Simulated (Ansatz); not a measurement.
CH7FSiSn (`C[SiH](F)[SnH3]`). Total charge 0; spin multiplicity 1. Sn takes the def2 core potential. The geometry is a stationary point of PBE0-D4/def2-TZVP.

```xyz
11

C     1.360   -0.605   -1.043
Si   -0.239   -0.879   -0.136
F    -0.012   -2.015    0.983
Sn   -1.077    1.247    1.042
H     2.141   -0.240   -0.372
H     1.705   -1.534   -1.505
H     1.216    0.136   -1.834
H    -1.277   -1.398   -1.068
H     0.101    1.861    2.116
H    -2.509    0.962    1.928
H    -1.408    2.465   -0.112
```

**Question.** What is the dipole moment at ωB97M-V/def2-TZVPP? (Estimate.)

**Answer.** The calculation gave: 1.64 D, with components (0.72, 0.49, -1.39) D in this frame, pointing from negative to positive charge.

**Question.** And with PBE, r2SCAN, B3LYP? (Estimate.)

**Answer.** The calculation gave: PBE 1.63 D, r2SCAN 1.66 D, B3LYP 1.66 D.

**Question.** Give the Mulliken charges with ωB97M-V, PBE, B3LYP in def2-TZVPP. (Estimate.)

**Answer.** Ansatz gave: 
| atom | ωB97M-V | PBE | B3LYP |
| --- | --- | --- | --- |
| C1 | -0.45 | -0.38 | -0.39 |
| Si2 | 0.46 | 0.40 | 0.48 |
| F3 | -0.32 | -0.28 | -0.33 |
| Sn4 | 0.23 | 0.34 | 0.38 |
| H5 | 0.13 | 0.12 | 0.11 |
| H6 | 0.13 | 0.11 | 0.11 |
| H7 | 0.12 | 0.11 | 0.11 |
| H8 | -0.05 | -0.09 | -0.10 |
| H9 | -0.09 | -0.11 | -0.13 |
| H10 | -0.08 | -0.10 | -0.12 |
| H11 | -0.09 | -0.11 | -0.13 |

B3LYP here is the variant with VWN-RPA as its local correlation; programs differ in this.
